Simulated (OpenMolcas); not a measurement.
## Cr3+: moving or changing the point charges

Cr3+ among 2 point charges of -2.5 e arranged as a linear pair (D∞h), 2.09 Å from the ion.
```
   0.0000    0.0000    2.0900  -2.50
   0.0000    0.0000   -2.0900  -2.50
```

| Item | Value |
| --- | --- |
| Program | OpenMolcas 26.06 |
| Method | SS-CASPT2, IPEA 0.25 Eh, imaginary shift 0.1 Eh (closed shells correlated: 3s 3p) |
| Basis | ANO-RCC-VTZP [6s5p3d2f1g] |
| Scalar Hamiltonian | DKH2, point nucleus |
| Active space | 3 electrons in 5 orbitals (3d) |
| State averaging | 2S+1 = 4 even, 10 roots; 2S+1 = 2 even, 40 roots |
| Spin-orbit coupling | RASSI with atomic mean-field integrals over the reference wave functions |

Runs around this geometry, states (labels by Λ). Energies in cm-1 above the lowest state or level, χT in cm3 K/mol.

```
R (Å)  q (e)  Ground state  First state of that spin  First gap with spin-orbit (degeneracies)  χT at 300 K  First state of another spin
 2.09     -2            4Π                    4Σ 730                                180 (2, 2)        1.284                     2Γ 15200
 1.91   -2.5            4Π                   4Σ 1270                                130 (2, 2)        1.443                     2H 14960
 2.09   -2.5            4Π                    4Σ 790                                170 (2, 2)        1.318                     2Γ 15330
  2.3   -2.5            4Π                    4Σ 470                                220 (2, 2)        1.195                     2Γ 15060
```

Taking the first state of the same spin as R^-n, n = -ln(470 / 1270) / ln(2.3 / 1.91) = 5.3 between the shortest and longest distance.

Scaling the charges by -2 / -2.5 = 0.80 scales the first state of the same spin by 730 / 790 = 0.92; with fixed orbitals a first-order splitting would follow the charge.

Roots that are degenerate in the reference are averaged as groups; the widest CASPT2 spread within a group is 51 cm-1 (the 2-fold group of multiplicity 2 near 39700 cm-1 above the lowest state of its run, R = 2.09, q = -2). Shifts and gaps below about the spread of the groups concerned are not significant. Free-ion shares, where given, are those of the reference states; single-state CASPT2 does not remix them. Point charges carry no covalency, so the field is a model and not that of real ligands. No measured value stands beside these numbers.
